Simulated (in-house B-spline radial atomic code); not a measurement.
Response and correlation of the lead ion Pb⁷²⁺

Closed shell [He] 2s2 2p6. Computed with a B-spline radial code for spherical atoms: Dirac-Hartree-Fock, relativistic RPA (time-dependent Dirac-Hartree-Fock) for the response and second-order many-body perturbation theory for correlation, no-pair Dirac-Coulomb Hamiltonian, finite nucleus.

Command:
```bash
python run_mb.py task.json out
```
Settings (nuclear radius in fm, box in bohr, cutoff in hartree):
```
basis_form          2
Z                   82
core_configuration  [He] 2s2 2p6
rms_radius          5.5012
mass_number         208
speed_of_light      137.036
box_radius          1.454
lmax                7
intervals           54
virtual_cutoff      168100.0
```

Run time, properties included: 0.9 s on 1 thread of Intel(R) Xeon(R) 6975P-C (shared host).

```tsv
multipole (bohr³, bohr⁵, bohr⁷)	uncoupled	coupled RPA
dipole	2.7495e-05	?
quadrupole	1.8257e-07	1.8534e-07
octupole	1.9707e-09	2.0002e-09
```

(1) What is the coupled dipole polarisability?

(2) Which subshells carry the dipole polarisability?

(3) What does the dipole shielding factor come to?

Dipole polarisability at imaginary frequency:

| u (Eh) | α(iu) (bohr³) |
| --- | --- |
| 0 | 2.759e-05 |
| 31.2 | 2.747e-05 |
| 93.6 | 2.654e-05 |
| 187 | 2.386e-05 |
| 312 | 1.936e-05 |
| 624 | 1.062e-05 |
| 1250 | 4.006e-06 |
| 3120 | 8.076e-07 |

(4) What dispersion coefficients follow for two such ions (the dispersion part alone)?

Lowest J = 1 odd-parity excitations:

```
energy (eV)  oscillator strength  leading channel  weight
      10275                0.166     2p3/2 → s1/2     1.0
      11262               0.0877     2p3/2 → d3/2   0.983
      11455                 2.33     2p3/2 → d5/2   0.983
      12535               0.0306     2p1/2 → s1/2   0.999
      13282                  0.3     2s1/2 → p1/2   0.996
      13557                 0.99     2p1/2 → d3/2   0.996
      13917                0.249     2s1/2 → p3/2   0.999
      14546                0.028     2p3/2 → s1/2     1.0
```

Second-order correlation energy by the highest angular momentum of the excited pair (hartree): s -0.02771, p -0.1619, d -0.19, f -0.05021, g -0.01891, h -0.007022, i -0.003186, k -0.001646.

(5) What is the second-order correlation energy at the partial-wave limit?

## Answers

(1) 2.7587e-05 atomic units, +0 % against the uncoupled value.

(2) 2p3/2 67.9 %, 2p1/2 20.5 %, 2s1/2 11.4 %.

(3) The dipole shielding factor is 0.122, against the exact N/Z = 10/82 = 0.122 of the non-relativistic theorem.

(4) C6 = (3/π)∫α(iu)²du = 2.803e-07 hartree·bohr⁶ and C8 = 1.005e-08 hartree·bohr⁸.

(5) The listed waves sum to -0.46055 hartree; extrapolating the increments as (l + 1/2)⁻⁴ gives -0.46392 hartree, -1.26 eV per electron.
